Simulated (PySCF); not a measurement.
Mayer bond orders and bond lengths

Species: C2F4O.
Numbering: `[O:1]=[C:2]([F:3])[C:4]([F:5])([F:6])[F:7]`

Geometry (PBE0-D3(BJ)/def2-SVP, Å), atoms numbered from 1 in this order:
```
atom  x, y, z in Å
O1     1.3285    0.7338   -1.1310
C2     0.7560   -0.0870   -0.5143
F3     1.1225   -1.3560   -0.4496
C4    -0.5131    0.1279    0.3263
F5    -0.2893   -0.2447    1.5806
F6    -1.5046   -0.6048   -0.1670
F7    -0.8609    1.3983    0.3044
```

Bond orders from the PBE0/pcSseg-1 density (PySCF). Geometry: PBE0-D3(BJ)/def2-SVP; no solvent, vibrations or thermal averaging.

Question: How far do the computed orders between heavy atoms stray from the drawn ones?

Answer: The largest departure is 0.114, at C2–C4 (drawn single, 0.886).

Question: Set the Mayer orders of the bonds beside their lengths.

Answer: 
```json
{"bond": "O1–C2", "drawn as": "double", "length (Å)": "1.175", "Mayer order": "2.105"}
{"bond": "C2–F3", "drawn as": "single", "length (Å)": "1.323", "Mayer order": "1.016"}
{"bond": "C2–C4", "drawn as": "single", "length (Å)": "1.537", "Mayer order": "0.886"}
{"bond": "C4–F5", "drawn as": "single", "length (Å)": "1.327", "Mayer order": "1.021"}
{"bond": "C4–F6", "drawn as": "single", "length (Å)": "1.328", "Mayer order": "1.020"}
{"bond": "C4–F7", "drawn as": "single", "length (Å)": "1.317", "Mayer order": "1.057"}
```

Bonds between the same two heavy elements. C–F: lowest C2–F3 (1.016, 1.323 Å), highest C4–F7 (1.057, 1.317 Å).

Question: Sum the orders of all bonds at each heavy atom with more than one neighbour and set the sums beside the valence in the SMILES.

Answer: C2 4.007 (drawn 4), C4 3.984 (drawn 4). Orders between atoms that aren't bonded are not in these sums.

The Mayer order sums products of elements of PS (density times overlap matrix) between the two atoms' basis functions, so it depends on the basis set.
